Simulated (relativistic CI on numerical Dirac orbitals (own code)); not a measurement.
# Calculated levels, Lu XIV

Calculated at this level of theory: Dirac-Coulomb-Breit CI, separate exchange-only KLI orbitals for each configuration, QED by a radiative potential, unscaled Slater integrals (own radial code, finite nucleus).

Configuration list (outside the closed core [Ar] 3d10 4p6 4d10): 4s²4f¹⁰5s², 4s²4f¹², 4s²4f¹¹5s, 4s²4f⁹5s²5p, 4s²4f¹⁰5s5p, 4s²4f¹¹6s, 4s²4f¹⁰6s², 4s4f¹¹5s², 4s4f¹²5s, 4f¹²5s². Levels of other configurations are missing.

The lowest level is 4s²4f¹⁰5s² ⁵I8, with 92 % of that term; Hund's rules for 4s²4f¹⁰5s² give ⁵I with J = 8, in agreement.

```
No.  Configuration  Term   J  E (cm⁻¹)   %  Next component (%)  jj configuration (%)
  1     4s²4f¹⁰5s²    ⁵I   8       0.0  92                8 ³K          4f7/2^4 (61)
  2     4s²4f¹⁰5s²    ⁵I   7    9653.9  96                3 ³K  4f5/2^5 4f7/2^5 (78)
  3     4s²4f¹⁰5s²    ⁵I   6   16111.8  93                5 ³H  4f5/2^4 4f7/2^6 (59)
  4     4s²4f¹⁰5s²    ⁵I   5   20682.2  86               10 ³H  4f5/2^4 4f7/2^6 (35)
  5     4s²4f¹⁰5s²    ⁵I   4   24503.8  86               12 ³H  4f5/2^4 4f7/2^6 (38)
  6     4s²4f¹⁰5s²    ⁵F   5   28561.7  71               22 ³G          4f7/2^4 (47)
  7     4s²4f¹⁰5s²    ⁵S   2   33079.0  52               20 ³P          4f7/2^4 (59)
  8     4s²4f¹⁰5s²    ³K   8   33904.6  69               11 ³L  4f5/2^5 4f7/2^5 (40)
  9     4s²4f¹⁰5s²    ⁵F   4   34783.8  89                7 ³F  4f5/2^5 4f7/2^5 (46)
 10     4s²4f¹⁰5s²    ⁵F   3   38509.6  86                7 ³D  4f5/2^5 4f7/2^5 (70)
 11     4s²4f¹⁰5s²    ⁵F   2   38550.5  44               29 ⁵S  4f5/2^5 4f7/2^5 (43)
 12     4s²4f¹⁰5s²    ⁵G   6   40405.3  56               39 ³H          4f7/2^4 (44)
 13     4s²4f¹⁰5s²    ⁵F   1   41068.4  71               26 ³D  4f5/2^5 4f7/2^5 (71)
 14     4s²4f¹⁰5s²    ³G   5   42648.9  38               25 ⁵F  4f5/2^5 4f7/2^5 (46)
 15     4s²4f¹⁰5s²    ³K   7   42904.4  82               11 ³L  4f5/2^5 4f7/2^5 (53)
 16     4s²4f¹⁰5s²    ³G   4   46482.0  44               38 ⁵G  4f5/2^5 4f7/2^5 (55)
 17     4s²4f¹⁰5s²    ³L   9   46735.3  90               10 ³M  4f5/2^5 4f7/2^5 (97)
 18     4s²4f¹⁰5s²    ³H   6   47970.0  54               39 ⁵G  4f5/2^5 4f7/2^5 (61)
 19     4s²4f¹⁰5s²    ³K   6   50051.0  87                5 ¹I  4f5/2^4 4f7/2^6 (47)
 20     4s²4f¹⁰5s²    ⁵F   2   50126.7  37               16 ¹D  4f5/2^4 4f7/2^6 (51)
 21     4s²4f¹⁰5s²    ⁵G   5   50140.2  66               25 ³H  4f5/2^5 4f7/2^5 (53)
 22     4s²4f¹⁰5s²    ³F   4   51888.2  28               22 ¹G          4f7/2^4 (44)
 23     4s²4f¹⁰5s²    ⁵G   3   53074.2  59               18 ³F  4f5/2^5 4f7/2^5 (75)
 24     4s²4f¹⁰5s²    ⁵G   2   55743.8  40               28 ³F  4f5/2^4 4f7/2^6 (41)
 25     4s²4f¹⁰5s²    ³M  10   56105.8  97                2 ¹N  4f5/2^5 4f7/2^5 (84)
 26     4s²4f¹⁰5s²    ³L   8   56742.1  65               17 ³K  4f5/2^4 4f7/2^6 (72)
 27     4s²4f¹⁰5s²    ³P   1   58028.1  64               18 ³D  4f5/2^4 4f7/2^6 (56)
 28     4s²4f¹⁰5s²    ³D   3   58205.6  63               13 ³G  4f5/2^4 4f7/2^6 (71)
 29     4s²4f¹⁰5s²    ¹L   8   59548.4  60               18 ³M  4f5/2^4 4f7/2^6 (63)
 30     4s²4f¹⁰5s²    ³F   3   61204.1  48               34 ³G  4f5/2^4 4f7/2^6 (49)
```

Energies count from the lowest computed level. Filled j subshells are mostly left out of the jj labels.

The mean weight of the leading LS term, summed over parents, in these 30 levels is 67 %, and that of the leading jj configuration (from the same eigenvectors) 57 %, so LS coupling describes them better.

At this charge transitions that keep the count of f electrons are usually good to a few per cent. Terms inside the open d or f shell come out 10 to 20 % too wide with unscaled integrals. Levels and lines within the n = 5 or 6 shells can be off by up to 10 % or somewhat more, and those that change n by about 2 %, since core polarisation is missing. Levels that differ in their count of f electrons can be misplaced by several ten thousand cm⁻¹, since the correlation energy of f electrons is missing or only estimated; rates across such gaps can be off by orders of magnitude.

Landé's interval rule says that E(J) − E(J−1) = AJ with one A. For the ground term the intervals give A = -764.3, -761.7, -922.6, -1206.7 cm⁻¹ for J = 5, 6, 7, 8; the multiplet is inverted.

LS names give the leading component of a level, which can be under half, so a name can repeat, a term be missing and a line seem to break the LS rules.
